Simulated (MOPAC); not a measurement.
Job for MOPAC: PM7 on C2H3FO2 (a complex), monomers drawn apart or pushed together.

```
PM7 1SCF PRECISE CHARGE=0 THREADS=1
C2H3FO2

O      1.13825038 1    -0.00233476 1    -0.24024359 1
C      0.08025441 1    -0.03368116 1     0.23001031 1
O     -0.99127131 1    -0.06134121 1     0.67618702 1
C      0.13215254 1    -0.51907161 1     4.25425680 1
F      1.10906564 1    -0.43406621 1     3.26222515 1
H     -0.84686190 1    -0.45133154 1     3.78108764 1
H      0.24286419 1    -1.47433537 1     4.76770341 1
H      0.27609177 1     0.30536654 1     4.95289171 1
```

It printed:

```
*******************************************************************************
 **                                                                           **
 **                              MOPAC v23.2.5                                **
 **                                                                           **
 *******************************************************************************
 ** MOPAC's Digital Object Identifier: https://doi.org/10.5281/zenodo.6511958 **
 **                                                                           **
 ** Please cite the open-source release paper for use of this MOPAC version:  **
 ** J. E. Moussa and J. J. P. Stewart (2026)                                  **
 ** MOPAC: An open-source semiempirical molecular orbital program             **
 ** J. Open Source Softw., 11(119), 8025, https://doi.org/10.21105/joss.08025 **
 *******************************************************************************

                              PM7 CALCULATION RESULTS

 *******************************************************************************
 *  PM7        - The PM7 Hamiltonian to be used
 *
 *
 *
 *                 CHARGE ON SYSTEM = 0
 *
 *
 *
 *  PRECISE    - TIGHTER CRITERIA TO BE USED
 *  1SCF       - DO 1 SCF AND THEN STOP
 *  THREADS=1  - MULTI-THREADING NOT USED
 *  T=         - A TIME OF 172800.0 SECONDS REQUESTED
 *  DUMP=N     - RESTART FILE WRITTEN EVERY 7200.0 SECONDS REQUESTED
 *******************************************************************************
PM7 1SCF PRECISE CHARGE=0 THREADS=1
 C2H3FO2

   ATOM   CHEMICAL          X               Y               Z
  NUMBER   SYMBOL      (ANGSTROMS)     (ANGSTROMS)     (ANGSTROMS)

     1       O          1.13825038  *  -0.00233476  *  -0.24024359  *
     2       C          0.08025441  *  -0.03368116  *   0.23001031  *
     3       O         -0.99127131  *  -0.06134121  *   0.67618702  *
     4       C          0.13215254  *  -0.51907161  *   4.25425680  *
     5       F          1.10906564  *  -0.43406621  *   3.26222515  *
     6       H         -0.84686190  *  -0.45133154  *   3.78108764  *
     7       H          0.24286419  *  -1.47433537  *   4.76770341  *
     8       H          0.27609177  *   0.30536654  *   4.95289171  *



          CARTESIAN COORDINATES

    NO.       ATOM           X           Y           Z

     1         O          1.1383     -0.0023     -0.2402
     2         C          0.0803     -0.0337      0.2300
     3         O         -0.9913     -0.0613      0.6762
     4         C          0.1322     -0.5191      4.2543
     5         F          1.1091     -0.4341      3.2622
     6         H         -0.8469     -0.4513      3.7811
     7         H          0.2429     -1.4743      4.7677
     8         H          0.2761      0.3054      4.9529

 General Reference for PM7:
 "Optimization of Parameters for Semiempirical Methods VI: More Modifications to the
 NDDO Approximations and Re-optimization of Parameters", J. J. P. Stewart, J. Mol. Mod., 1:32, 19 (2013)
 https://link.springer.com/article/10.1007/s00894-012-1667-x

           Empirical Formula: C2 H3 O2 F  =     8 atoms



      MOLECULAR POINT GROUP   :   Cs


      RHF CALCULATION, NO. OF DOUBLY OCCUPIED LEVELS = 15


 -------------------------------------------------------------------------------
 PM7 1SCF PRECISE CHARGE=0 THREADS=1
 C2H3FO2



     1SCF WAS SPECIFIED, SO BFGS WAS NOT USED
     SCF FIELD WAS ACHIEVED


                              PM7 CALCULATION
                                                       MOPAC v23.2.5 Linux




          FINAL HEAT OF FORMATION =       -134.17181 KCAL/MOL =    -561.37487 KJ/MOL


          COSMO AREA              =        116.95 SQUARE ANGSTROMS
          COSMO VOLUME            =         96.56 CUBIC ANGSTROMS

          IONIZATION POTENTIAL    =         12.623641 EV
          HOMO LUMO ENERGIES (EV) =        -12.624  0.798
          NO. OF FILLED LEVELS    =         15
          MOLECULAR WEIGHT        =         78.0429         POINT GROUP:  Cs

          MOLECULAR DIMENSIONS (Angstroms)

            Atom       Atom       Distance
            H     7    O     1     5.29604
            O     3    F     5     2.53474
            H     8    H     7     1.74391


          SCF CALCULATIONS        =          1





   ATOM   CHEMICAL          X               Y               Z
  NUMBER   SYMBOL      (ANGSTROMS)     (ANGSTROMS)     (ANGSTROMS)

     1       O          1.13825038  *  -0.00233476  *  -0.24024359  *
     2       C          0.08025441  *  -0.03368116  *   0.23001031  *
     3       O         -0.99127131  *  -0.06134121  *   0.67618702  *
     4       C          0.13215254  *  -0.51907161  *   4.25425680  *
     5       F          1.10906564  *  -0.43406621  *   3.26222515  *
     6       H         -0.84686190  *  -0.45133154  *   3.78108764  *
     7       H          0.24286419  *  -1.47433537  *   4.76770341  *
     8       H          0.27609177  *   0.30536654  *   4.95289171  *

                             CARTESIAN COORDINATES

   1    O        1.138250380    -0.002334760    -0.240243590
   2    C        0.080254410    -0.033681160     0.230010310
   3    O       -0.991271310    -0.061341210     0.676187020
   4    C        0.132152540    -0.519071610     4.254256800
   5    F        1.109065640    -0.434066210     3.262225150
   6    H       -0.846861900    -0.451331540     3.781087640
   7    H        0.242864190    -1.474335370     4.767703410
   8    H        0.276091770     0.305366540     4.952891710


           Empirical Formula: C2 H3 O2 F  =     8 atoms



      MOLECULAR POINT GROUP   :   Cs


                  EIGENVALUES
 -40.28158 -34.17795 -32.69999 -24.97810 -20.82986 -17.31067 -17.30808 -16.83227
 -16.82474 -15.98340 -15.83554 -13.43245 -13.43123 -12.63236 -12.62364   0.79815
   0.81435   1.58887   2.79723   4.91198   5.12471   5.15318   5.73540


              NET ATOMIC CHARGES AND DIPOLE CONTRIBUTIONS

  ATOM NO.   TYPE          CHARGE      No. of ELECS.   s-Pop       p-Pop
    1          O          -0.318650        6.3186     1.87094     4.44771
    2          C           0.659761        3.3402     1.09868     2.24156
    3          O          -0.341126        6.3411     1.87148     4.46964
    4          C          -0.203952        4.2040     1.09915     3.10480
    5          F          -0.211307        7.2113     1.97337     5.23793
    6          H           0.140975        0.8590     0.85902
    7          H           0.137158        0.8628     0.86284
    8          H           0.137140        0.8629     0.86286
 DIPOLE           X         Y         Z       TOTAL
 POINT-CHG.    -1.350    -0.129     1.474     2.003
 HYBRID         0.148     0.010    -0.123     0.192
 SUM           -1.203    -0.120     1.351     1.813


          ATOMIC ORBITAL ELECTRON POPULATIONS

     Atom    s        px        py        pz
    1  O   1.87094   1.25525   1.63485   1.55761
    2  C   1.09868   0.78853   0.72071   0.73232
    3  O   1.87148   1.24671   1.64390   1.57904
    4  C   1.09915   0.98006   1.15090   0.97384
    5  F   1.97337   1.62856   1.99167   1.61770
    6  H   0.85902
    7  H   0.86284
    8  H   0.86286

 **********************
 *                    *
 * JOB ENDED NORMALLY *
 *                    *
 **********************




 == MOPAC DONE ==
```

The run finished.

Cost: very roughly 0.04 core-seconds.
